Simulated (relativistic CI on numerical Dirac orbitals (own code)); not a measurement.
# Level scheme of Ag XL

Method of calculation: Dirac-Coulomb-Breit CI, orbitals from a KLI potential per configuration, model QED, unscaled Slater integrals (own radial code, finite nucleus).

CI space (outside the closed core 1s2): 2s2.2p4, 2s.2p5, 2p6, 2p5.3s, 2p5.3p, 2p5.3d, 2s2.2p3.3s, 2s2.2p3.3p, 2s2.2p3.3d, 2s.2p4.3s, 2s.2p4.3p, 2s.2p4.3d, 2s2.2p3.4s, 2s2.2p3.4p, 2s2.2p3.4d, 2s2.2p3.4f. Levels of other configurations are missing.

The lowest level is 2s2.2p4 3P_2, with 72 % of that term; Hund's rules for 2s2.2p4 give 3P with J = 2, in agreement.

```tsv
No.	Configuration	Term	J	E (Ry)	%	Next component (%)	Landé g	jj configuration (%)
1	2s2.2p4	3P	2	0.000	72	28 1D	1.349	2p3/2^2 (100)
2	2s2.2p4	1S	0	2.263	59	41 3P		2p3/2^2 (99)
3	2s2.2p4	3P	1	13.118	100		1.489	2p1/2 2p3/2^3 (100)
4	2s2.2p4	1D	2	14.252	72	28 3P	1.124	2p1/2 2p3/2^3 (100)
5	2s2.2p4	3P	0	28.205	59	40 1S		2p3/2^4 (99)
6	2s.2p5	3P°	2	29.125	100		1.487	2s 2p3/2^3 (100)
7	2s.2p5	3P°	1	32.271	54	46 1P°	1.256	2s 2p3/2^3 (96)
8	2s.2p5	3P°	0	42.739	100			2s 2p1/2 2p3/2^4 (100)
9	2s.2p5	1P°	1	45.011	54	46 3P°	1.215	2s 2p1/2 2p3/2^4 (96)
10	2p6	1S	0	63.726	99	1 2s2.2p4 1S		closed (99)
11	2s2.2p3.3s	3P°	2	241.737	44	32 5S°	1.556	2p3/2 3s (98)
12	2s2.2p3.3s	3S°	1	242.186	29	29 1P°	1.222	2p3/2 3s (99)
13	2s2.2p3.3p	3P	1	246.379	29	25 5P	1.541	2p3/2 3p1/2 (98)
14	2s2.2p3.3p	3D	2	246.509	24	24 3P	1.239	2p3/2 3p1/2 (98)
15	2s2.2p3.3p	3D	3	250.165	45	32 5P	1.368	2p3/2 3p3/2 (98)
16	2s2.2p3.3p	3P	1	250.184	38	23 1P	1.414	2p3/2 3p3/2 (98)
17	2s2.2p3.3p	3P	2	251.317	39	19 1D	1.327	2p3/2 3p3/2 (96)
18	2s2.2p3.3p	3P	0	252.372	77	23 1S		2p3/2 3p3/2 (97)
19	2s2.2p3.3s	5S°	2	254.016	51	34 3D°	1.570	2p1/2 2p3/2^2 3s (98)
20	2s2.2p3.3s	3S°	1	254.529	53	46 3D°	1.296	2p1/2 2p3/2^2 3s (99)
21	2s2.2p3.3s	3D°	3	255.352	93	3 2s2.2p3.3d 3D°	1.317	2p1/2 2p3/2^2 3s (93)
22	2s2.2p3.3d	3D°	2	255.353	32	29 3F°	1.039	2p3/2 3d3/2 (93)
23	2s2.2p3.3d	3F°	3	255.679	25	21 3D°	1.163	2p3/2 3d3/2 (86)
24	2s2.2p3.3s	1D°	2	255.768	63	33 3D°	1.052	2p1/2 2p3/2^2 3s (96)
25	2s2.2p3.3d	5D°	1	255.825	32	28 3D°	1.172	2p3/2 3d3/2 (97)
26	2s2.2p3.3d	3P°	0	255.854	56	33 5D°		2p3/2 3d3/2 (98)
27	2s2.2p3.3d	3F°	4	256.482	46	33 5D°	1.276	2p3/2 3d5/2 (98)
28	2s2.2p3.3d	3D°	2	257.008	34	28 3P°	1.270	2p3/2 3d5/2 (94)
29	2s2.2p3.3s	3P°	0	257.240	99			2p1/2 2p3/2^2 3s (99)
30	2s2.2p3.3s	3P°	1	257.325	60	30 1P°	1.295	2p1/2 2p3/2^2 3s (90)
31	2s2.2p3.3d	3D°	3	257.862	41	23 1F°	1.177	2p3/2 3d5/2 (87)
32	2s2.2p3.3d	3D°	1	258.241	40	22 1P°	1.009	2p3/2 3d5/2 (88)
33	2s2.2p3.3p	5P	1	258.588	43	21 3D	1.628	2p1/2 2p3/2^2 3p1/2 (98)
34	2s2.2p3.3p	3F	2	259.077	33	26 3P	1.209	2p1/2 2p3/2^2 3p1/2 (98)
35	2s2.2p3.3p	3F	3	260.089	43	30 1F	1.110	2p1/2 2p3/2^2 3p1/2 (99)
36	2s2.2p3.3p	3P	2	261.520	57	21 1D	1.345	2p1/2 2p3/2^2 3p1/2 (96)
37	2s2.2p3.3p	3D	1	261.704	70	24 1P	0.681	2p1/2 2p3/2^2 3p1/2 (92)
38	2s2.2p3.3p	5P	3	262.361	50	25 3F	1.381	2p1/2 2p3/2^2 3p3/2 (96)
39	2s2.2p3.3p	3P	0	262.452	94	5 1S		2p1/2 2p3/2^2 3p3/2 (92)
40	2s2.2p3.3p	3P	2	262.456	37	32 3D	1.401	2p1/2 2p3/2^2 3p3/2 (97)
41	2s2.2p3.3p	1P	1	263.468	43	33 3D	0.979	2p1/2 2p3/2^2 3p3/2 (92)
42	2s2.2p3.3p	3D	3	263.716	64	31 1F	1.214	2p1/2 2p3/2^2 3p3/2 (98)
43	2s2.2p3.3p	3P	0	263.828	67	32 1S		2p1/2 2p3/2^2 3p1/2 (92)
44	2s2.2p3.3p	3F	4	263.835	100		1.239	2p1/2 2p3/2^2 3p3/2 (100)
45	2s2.2p3.3p	3P	1	264.814	73	18 1P	1.422	2p1/2 2p3/2^2 3p3/2 (97)
46	2s2.2p3.3p	1D	2	265.517	49	31 3P	1.165	2p1/2 2p3/2^2 3p3/2 (98)
47	2s2.2p3.3p	3P	1	265.964	47	28 3S	1.489	2p1/2 2p3/2^2 3p3/2 (96)
48	2s2.2p3.3p	3D	2	266.266	44	35 1D	1.137	2p1/2 2p3/2^2 3p3/2 (96)
49	2s.2p4.3s	5P	3	267.604	77	19 3D	1.582	2s 2p3/2^2 3s (94)
50	2s2.2p3.3d	3D°	1	267.856	45	40 5D°	0.982	2p1/2 2p3/2^2 3d3/2 (96)
51	2s2.2p3.3d	3F°	2	267.951	39	37 5D°	1.089	2p1/2 2p3/2^2 3d3/2 (95)
52	2s2.2p3.3d	5D°	0	267.983	49	33 1S°		2p1/2 2p3/2^2 3d3/2 (94)
53	2s2.2p3.3d	5D°	3	268.306	32	29 3G°	1.135	2p1/2 2p3/2^2 3d3/2 (86)
54	2s2.2p3.3d	5D°	4	268.719	51	30 3G°	1.276	2p1/2 2p3/2^2 3d5/2 (97)
55	2s2.2p3.3d	3D°	3	268.808	62	15 5D°	1.256	2p1/2 2p3/2^2 3d5/2 (89)
56	2s.2p4.3s	3P	2	268.827	62	13 5P	1.436	2s 2p3/2^2 3s (94)
57	2s2.2p3.3d	3G°	4	269.289	41	36 1G°	1.068	2p1/2 2p3/2^2 3d3/2 (96)
58	2s2.2p3.3s	3P°	2	269.449	35	20 2s2.2p3.3d 3P°	1.404	2p3/2^3 3s (65)
59	2s2.2p3.3d	3D°	1	269.587	43	27 1P°	0.980	2p1/2 2p3/2^2 3d5/2 (76)
60	2s2.2p3.3d	1D°	2	269.807	20	19 3P°	1.234	2p1/2 2p3/2^2 3d3/2 (52)
61	2s2.2p3.3d	3D°	3	269.840	46	35 3F°	1.189	2p1/2 2p3/2^2 3d3/2 (88)
62	2s2.2p3.3s	1P°	1	269.892	32	24 3D°	1.132	2p3/2^3 3s (85)
63	2s2.2p3.3d	3F°	4	270.055	69	29 1G°	1.166	2p1/2 2p3/2^2 3d5/2 (97)
64	2s2.2p3.3d	3G°	5	270.168	100		1.191	2p1/2 2p3/2^2 3d5/2 (100)
65	2s2.2p3.3d	3P°	1	270.410	66	16 3D°	1.321	2p1/2 2p3/2^2 3d3/2 (77)
66	2s2.2p3.3d	3D°	2	270.559	83	9 3F°	1.140	2p1/2 2p3/2^2 3d5/2 (56)
67	2s2.2p3.3d	3P°	0	270.567	53	45 1S°		2p1/2 2p3/2^2 3d5/2 (96)
68	2s2.2p3.3d	3F°	2	271.013	36	26 1D°	1.023	2p1/2 2p3/2^2 3d3/2 (58)
69	2s2.2p3.3d	3S°	1	271.220	48	32 1P°	1.443	2p1/2 2p3/2^2 3d5/2 (74)
70	2s2.2p3.3d	1F°	3	271.634	58	30 3D°	1.091	2p1/2 2p3/2^2 3d5/2 (92)
```

Energies count from the lowest computed level; ° marks odd parity. Filled j subshells are mostly left out of the jj labels.

The mean weight of the leading LS term, summed over parents, in these 70 levels is 55 %, and that of the leading jj configuration (from the same eigenvectors) 93 %, so jj coupling describes them better and the LS labels are nominal.

At this charge energies of transitions that change n are usually good to better than 1 %, and those within a shell (Δn = 0) to a few per cent.

LS names give the leading component of a level, which can be under half, so a name can repeat, a term be missing and a line seem to break the LS rules.
